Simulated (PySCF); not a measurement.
# RbTl⁺: from constants to spectrum

UHF-CCSD(T) constants of RbTl⁺, ²Σ⁺ (doublet), unpaired electrons σ ↑ (PySCF, scalar-relativistic core potentials, basis sets Rb def2-SVP with ECP28, Tl def2-SVP with ECP60; masses 84.9118 and 204.9744 u):

- ωe: 42.3 cm⁻¹
- ωexe: 0.153 cm⁻¹
- Be: 0.015545 cm⁻¹
- αe: 8.4e-05 cm⁻¹
- D (centrifugal): 8.39e-09 cm⁻¹

Task: Give the vibrational terms G(v) and spacings up to v = 6.

Result: G(v) = ωe(v+½) − ωexe(v+½)².

```json
{"v": "0", "G(v) (cm⁻¹)": "21.1", "G(v) − G(v−1)": "", "Bv (cm⁻¹)": "0.01550"}
{"v": "1", "G(v) (cm⁻¹)": "63.1", "G(v) − G(v−1)": "42.0", "Bv (cm⁻¹)": "0.01542"}
{"v": "2", "G(v) (cm⁻¹)": "104.8", "G(v) − G(v−1)": "41.7", "Bv (cm⁻¹)": "0.01533"}
{"v": "3", "G(v) (cm⁻¹)": "146.2", "G(v) − G(v−1)": "41.4", "Bv (cm⁻¹)": "0.01525"}
{"v": "4", "G(v) (cm⁻¹)": "187.3", "G(v) − G(v−1)": "41.1", "Bv (cm⁻¹)": "0.01517"}
{"v": "5", "G(v) (cm⁻¹)": "228.0", "G(v) − G(v−1)": "40.8", "Bv (cm⁻¹)": "0.01508"}
{"v": "6", "G(v) (cm⁻¹)": "268.5", "G(v) − G(v−1)": "40.5", "Bv (cm⁻¹)": "0.01500"}
```

Correlated steps freeze 4 core orbitals. Spin–orbit coupling is left out, which matters for elements this heavy, above all for dissociation energies. The state was picked by a PBE0 search and need not be the measured ground state.
